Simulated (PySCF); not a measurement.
**A survey of 19F NMR shifts**

Fast rotation and ring inversion assumed for equivalent nuclei, one conformer, no relativistic terms, in vacuum. GFN2-xTB structure; PBE0/pcSseg-1 with gauge-including orbitals; PySCF 2.14.

Shieldings were converted by a linear fit to measured shifts: 19F (scatter 6.0 ppm rms, 7.0 ppm with the 5 outliers that the fit left out vs CFCl3, solution or neat liquid, with a term for F on sp3 carbon). Occasional misses reach two or three times the rms, and more in compound classes unlike the fitted ones.

Task: Give the 19F shifts of `C[C@@H]1N[SiH2]N[C@@H]1C(F)(F)F`, `[H]/N=C/[C@@H](N[SiH3])C(F)(F)CF`, `C#C/C=C(\F)C#CC(F)F`, `C=CP1C=C1C(F)(F)F`, `C/C=N/N([SiH3])CC(F)(F)F`.

Result: 
```tsv
compound	environment	δ (ppm)
C[C@@H]1N[SiH2]N[C@@H]1C(F)(F)F	fluorine of a CF3 group (×3)	-73.3
[H]/[N:1]=[CH:2]/[C@@H:3]([NH:4][SiH3:5])[C:6]([F:7])([F:8])[CH2:9][F:10]	F8: fluorine of a CF2 group	-106.3
[H]/[N:1]=[CH:2]/[C@@H:3]([NH:4][SiH3:5])[C:6]([F:7])([F:8])[CH2:9][F:10]	F7: fluorine of a CF2 group	-116.1
[H]/[N:1]=[CH:2]/[C@@H:3]([NH:4][SiH3:5])[C:6]([F:7])([F:8])[CH2:9][F:10]	F10: fluorine on an sp3 carbon	-252.9
[CH:1]#[C:2]/[CH:3]=[C:4](\[F:5])[C:6]#[C:7][CH:8]([F:9])[F:10]	F5: vinylic fluorine	-94.4
[CH:1]#[C:2]/[CH:3]=[C:4](\[F:5])[C:6]#[C:7][CH:8]([F:9])[F:10]	F9/10: fluorine of a CF2 group (×2)	-106.2
C=CP1C=C1C(F)(F)F	fluorine of a CF3 group (×3)	-60.1
C/C=N/N([SiH3])CC(F)(F)F	fluorine of a CF3 group (×3)	-75.1
```
